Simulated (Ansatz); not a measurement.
Mg₂Se₂⁺, relaxed as a doublet with UKS r2SCAN-D4/def2-SVP in Ansatz, starting from the GFN2-xTB geometry. Force threshold 0.02 eV/Å.

The charge 1 doublet is spin-contaminated (final ⟨S²⟩ up to 0.91, 0.75 for a pure state). The gap within one spin of the charge 1 doublet nearly closes, so an electron or hole may be smeared out by delocalisation error. Another isomer (doublet) lies 1.28 eV lower at PBE0-D4/def2-TZVP; other spin states weren't run for this one.

Start:

```
atom   x (Å)   y (Å)   z (Å)
 Mg1  -0.751  -0.610  -0.654
 Mg2   2.972   1.107   0.527
 Se3   0.767   0.742   0.956
 Se4  -2.988  -1.239  -0.829
```

```tsv
step	energy (eV)	largest force component (eV/Å)	SCF passes
1	-141561.7125	1.492	154
2	-141561.8746	0.249	127
3	-141561.9426	0.321	114
4	-141561.9904	0.267	120
5	-141562.0219	0.063	112
6	-141562.0260	0.015	108
7 (rejected)	-141562.0249	0.076	117
8	-141562.0267	0.009	73
```

Force components are those of the run's own axes.

End:

Cartesian coordinates in Å:
```
Mg -0.9462 -0.2606 -0.0029
Mg 2.7949 0.7819 0.0298
Se 0.7954 0.9092 1.2818
Se -2.6441 -1.4304 -1.3087
```

By distances, no bond broke or formed. The bond that changes most is Mg1–Se3, from 2.59 to 2.46 Å (atoms count from 1).

The force fell under the threshold at step 6, but the optimiser went on. No frequencies were taken in this run, so the end may be a saddle point.

It took 3.1 min on 4 threads of Arm Neoverse V1 on a shared host.
